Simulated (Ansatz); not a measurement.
CH8ClNSi2 (`[SiH3]CN[SiH2]Cl`) at its PBE0-D4/def2-TZVP geometry, where that method's forces vanish. Total charge 0; spin multiplicity 1.

```csv
atom,x (Å),y (Å),z (Å)
Si1,-1.473,-1.495,-0.638
C2,-0.302,-0.018,-0.715
N3,0.613,-0.015,0.420
Si4,1.265,1.403,1.095
Cl5,2.600,2.401,-0.135
H6,-2.365,-1.384,0.545
H7,-2.292,-1.578,-1.877
H8,-0.662,-2.738,-0.509
H9,-0.908,0.894,-0.681
H10,0.221,0.006,-1.680
H11,1.135,-0.872,0.523
H12,0.164,2.364,1.331
H13,2.004,1.031,2.320
```

For each bond, give half the difference of the two atoms' forces along it (eV/Å; positive pushes the atoms apart) under PBE-D4, r2SCAN-D4, B3LYP-D4, ωB97M-V in def2-TZVPP. (An estimate is asked.)

Computed: 
```csv
bond,length (Å),PBE-D4,r2SCAN-D4,B3LYP-D4,ωB97M-V
Si1–C2,1.887,-0.01,-0.02,0.06,0.00
Si1–H6,1.485,0.07,-0.03,-0.07,-0.10
Si1–H7,1.488,0.06,-0.03,-0.08,-0.10
Si1–H8,1.490,0.07,-0.03,-0.07,-0.10
C2–N3,1.457,0.04,0.25,0.27,0.30
C2–H9,1.096,0.11,-0.04,-0.11,-0.10
C2–H10,1.099,0.10,-0.04,-0.10,-0.12
N3–Si4,1.701,0.11,-0.04,0.00,0.02
N3–H11,1.009,0.20,-0.02,-0.07,-0.09
Si4–Cl5,2.072,0.15,0.06,0.22,0.08
Si4–H12,1.479,0.05,-0.03,-0.12,-0.15
Si4–H13,1.479,0.03,-0.04,-0.14,-0.16
```

B3LYP here is the variant with VWN-RPA as its local correlation; programs differ in this.
